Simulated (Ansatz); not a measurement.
Geometry optimisation, RKS PBE0/def2-SVP (Ansatz).

Input file:

```yaml
crystal:
  periodic: [false, false, false]
  atoms:
    - { symbol: O, position_ang: [-2.3765, 1.2984, 1.0171] }
    - { symbol: Si, position_ang: [-1.338, 0.1001, 0.8355] }
    - { symbol: C, position_ang: [-0.1059, 0.4579, -0.4764] }
    - { symbol: Si, position_ang: [1.09, -1.0169, -0.5169] }
    - { symbol: S, position_ang: [2.5398, -0.7008, -2.01] }
    - { symbol: H, position_ang: [-2.1333, 2.1247, 1.5235] }
    - { symbol: H, position_ang: [-3.19041, 0.79134, 0.77105] }
    - { symbol: H, position_ang: [-2.0552, -1.112, 0.52] }
    - { symbol: H, position_ang: [0.499, 1.3758, -0.1736] }
    - { symbol: H, position_ang: [-0.5509, 0.6291, -1.4078] }
    - { symbol: H, position_ang: [1.7028, -1.2352, 0.8012] }
    - { symbol: H, position_ang: [0.2948, -2.2468, -0.8781] }
    - { symbol: H, position_ang: [3.1043, 0.342, -1.3775] }
basis:
  gaussian: { orbitals: def2-SVP }
hamiltonian:
  xc: pbe0
relax:
  f_tol: 0.02
  max_steps: 50
```

Command:

```bash
$ ansatz run input.yaml --threads 2 --pin off --max-ram 3072MiB --backend cpu --events-out ev --progress --plain --runs-dir out
```

Where does it end, and by what steps?

The run ended unconverged. The force dipped under the threshold on the way, but the program's further checks kept it going. After 49 steps the energy has fallen by 3.411 eV; H6 moved furthest, 2.23 Å. The start is strongly strained (largest force component 9 eV/Å).

```
step  energy less start (eV)  largest force component (eV/Å)  accepted
   0                  0.0000                           8.510       yes
   2                 -2.7991                           1.346       yes
   4                 -3.1299                           0.847       yes
   6                 -3.2578                           0.117       yes
   8                 -3.2644                           0.286       yes
  10                 -3.2666                           0.069       yes
  12                 -3.2699                           0.085       yes
  14                 -3.2705                           0.048       yes
  16                 -3.2714                           0.035       yes
  18                 -3.2721                           0.083       yes
  20                 -3.2739                           0.044       yes
  22                 -3.2758                           0.140       yes
  24                 -3.2779                           0.044       yes
  26                 -3.2786                           0.043       yes
  28                 -3.2790                           0.025       yes
  30                 -3.2793                           0.013       yes
  32                 -3.2795                           0.046       yes
  34                 -3.2798                           0.059       yes
  36                 -3.2802                           0.076       yes
  38                 -3.2810                           0.129       yes
  40                 -3.2836                           0.181       yes
  42                 -3.2925                           0.348       yes
  44                 -3.3181                           0.637       yes
  46                 -3.3746                           0.397       yes
  48                 -3.3742                           0.478        no
  49                 -3.4108                           0.108       yes
```

```xyz
13
Properties=species:S:1:pos:R:3
O -2.372 0.663 0.104
Si -0.985 1.099 1.551
C 0.416 0.985 0.203
Si 0.535 -0.714 -0.535
S 1.593 -0.898 -2.418
H -3.265 0.525 0.452
H -2.119 -0.136 -0.401
H -0.941 -0.402 1.925
H 1.366 1.228 0.714
H 0.268 1.768 -0.560
H 1.064 -1.688 0.465
H -0.840 -1.199 -0.942
H 2.761 -0.423 -1.930
```

The run took 2.5 min on 2 threads of Arm Neoverse V2, with other jobs on the host, peak memory 0.3 GiB.
